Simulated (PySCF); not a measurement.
# Where the electron goes

Species: cubane, C₈H₈.
Z-matrix (Å and degrees, PBE0-D3(BJ)/def2-SVP geometry), rows numbered from 1:
```
C 
C   1  1.5595
C   2  1.5594  1   89.99
C   3  1.5594  2   90.02  1     0.00
C   4  1.5594  1   90.00  2    90.00
C   1  1.5594  2   90.00  3    89.99
C   2  1.5594  1   90.00  3   -90.00
C   3  1.5594  2   90.00  1   -90.00
H   1  1.0978  2  125.25  3  -135.02
H   2  1.0978  1  125.28  3   135.00
H   3  1.0978  2  125.27  1   135.01
H   4  1.0978  1  125.26  2  -134.98
H   5  1.0978  4  125.26  1   134.99
H   6  1.0978  1  125.25  2   134.98
H   7  1.0978  2  125.28  1  -135.00
H   8  1.0978  3  125.26  2  -135.01
```

Method: PySCF, TDDFT CAM-B3LYP/def2-SVPD, vertical, gas phase, core orbitals frozen in the response.

Kohn–Sham orbitals with the atoms that hold most of them (Löwdin shares over 4%, at most four atoms; ? is withheld):

```json
{"orbital": "LUMO+2", "ε (eV)": "1.74", "atoms": "C8 8%, C1 8%, C7 7%, C4 7%"}
{"orbital": "LUMO+1", "ε (eV)": "1.74", "atoms": "C3 11%, C6 11%, C8 8%, C1 8%"}
{"orbital": "LUMO", "ε (eV)": "?", "atoms": "H14 6%, H11 6%, H9 6%, H16 6%"}
{"orbital": "HOMO", "ε (eV)": "-8.78", "atoms": "C6 13%, C3 13%, C8 10%, C1 10%"}
{"orbital": "HOMO-1", "ε (eV)": "-8.78", "atoms": "C8 12%, C1 12%, C2 10%, C5 10%"}
{"orbital": "HOMO-2", "ε (eV)": "-8.78", "atoms": "C4 12%, C7 12%, C2 12%, C5 12%"}
{"orbital": "HOMO-3", "ε (eV)": "-9.23", "atoms": "C1 18%, C8 18%, C6 17%, C3 17%"}
```

Q: What is the LUMO energy, and the HOMO–LUMO gap?

A: ε(LUMO) = 1.55 eV; the gap is 10.33 eV (0.3795 hartree).

Within 0.005 eV of a neighbour in this list lie HOMO-2/HOMO-1/HOMO and LUMO+1/LUMO+2 (point group found: Oh); within a degenerate set the shares of single atoms can hang on how the components are chosen.

Q: The HOMO–LUMO gap is 10.33 eV. Where does the response calculation put the lowest singlet, and from which orbitals?

A: S1 is at 7.26 eV (f = 0.0000), 3.06 eV below the gap, made of HOMO-2/HOMO-1/HOMO→LUMO+1/LUMO+2 (≥84%). S1/S2/S3 lie within about 0.01 eV of each other. Its leading pair isn't HOMO and LUMO; the energies of that pair differ by 10.52 eV. Without the coupling terms of the response equations the lowest excitation would equal the gap.

Next come S2 at 7.26 eV (f 0.0000), HOMO-2/HOMO-1/HOMO→LUMO+3 (≥45%), HOMO-2/HOMO-1/HOMO→LUMO+1/LUMO+2 (≥39%); S3 at 7.27 eV (f 0.0000), HOMO-2/HOMO-1/HOMO→LUMO+3 (≥42%), HOMO-2/HOMO-1/HOMO→LUMO+1/LUMO+2 (≥42%); S4 at 7.30 eV (f 0.0000), HOMO-2/HOMO-1/HOMO→LUMO+1/LUMO+2 (≥44%), HOMO-2/HOMO-1/HOMO→LUMO+3 (≥29%); S5 at 7.30 eV (f 0.0000), HOMO-2/HOMO-1/HOMO→LUMO+1/LUMO+2 (≥49%), HOMO-2/HOMO-1/HOMO→LUMO+3 (≥16%).

Orbitals of the list HOMO-3 to LUMO+2 that lie within 0.01 eV of each other are written together with a slash and their weights summed (≥ marks a lower bound); for degenerate orbitals outside that list single weights are arbitrary.
